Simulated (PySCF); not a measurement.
Q: Write Cartesian coordinates for InChI=1S/C12H9F/c13-12-8-4-7-11(9-12)10-5-2-1-3-6-10/h1-9H as optimised with PBE0-D3(BJ)/def2-SVP.

A: 
```
atom  x, y, z in Å
F1     3.567   -2.141   -0.537
C2     2.869   -1.029   -0.310
C3     3.545    0.173   -0.146
C4     2.794    1.324    0.080
C5     1.404    1.268    0.138
C6     0.729    0.049   -0.030
C7    -0.748   -0.022    0.032
C8    -1.540    1.007   -0.497
C9    -2.929    0.941   -0.438
C10   -3.556   -0.155    0.153
C11   -2.781   -1.186    0.684
C12   -1.392   -1.119    0.623
C13    1.485   -1.109   -0.257
H14    4.635    0.190   -0.198
H15    3.304    2.280    0.221
H16    0.832    2.175    0.343
H17   -1.059    1.858   -0.986
H18   -3.528    1.749   -0.865
H19   -4.646   -0.207    0.200
H20   -3.262   -2.045    1.157
H21   -0.793   -1.920    1.064
H22    1.007   -2.077   -0.420
```

Any rigid rotation of these coordinates is as good. Atoms count from 1 in this order. The 6-membered ring C2–C3–C4–C5–C6–C13 has internal angles of 118.1° to 122.1° (sum 720°, against 720° for a flat polygon); it is planar, 0.00 Å rms from its mean plane, widest ring torsion 0°. Of the pairs four or more bonds apart, C13···H21 is among the closest relative to their van der Waals radii: 2.75 Å, 95 % of the sum of Bondi's values. The 6-membered ring C7–C8–C9–C10–C11–C12 has internal angles of 118.3° to 120.9°; it is planar, 0.00 Å rms from its mean plane, widest ring torsion 0°. The 13 C–C bonds span 1.387 Å (C2–C13, aromatic) to 1.480 Å (C6–C7, drawn single), a spread of 0.093 Å.

Bonds between heavy atoms (Å): F1–C2 1.332, C2–C3 1.389, C3–C4 1.393, C4–C5 1.392, C5–C6 1.403, C6–C7 1.480, C7–C8 1.403, C8–C9 1.392, C9–C10 1.394, C10–C11 1.394, C11–C12 1.392, C6–C13 1.401, C2–C13 1.387, C7–C12 1.403.

Theory: PBE0-D3(BJ)/def2-SVP geometry optimisation, gas phase in PySCF.

Point group: C1 (no symmetry element, even within 0.4 Å). Stationary, but not proved a minimum. One conformer, not necessarily the lowest (C5–C6–C7–C8 37°).
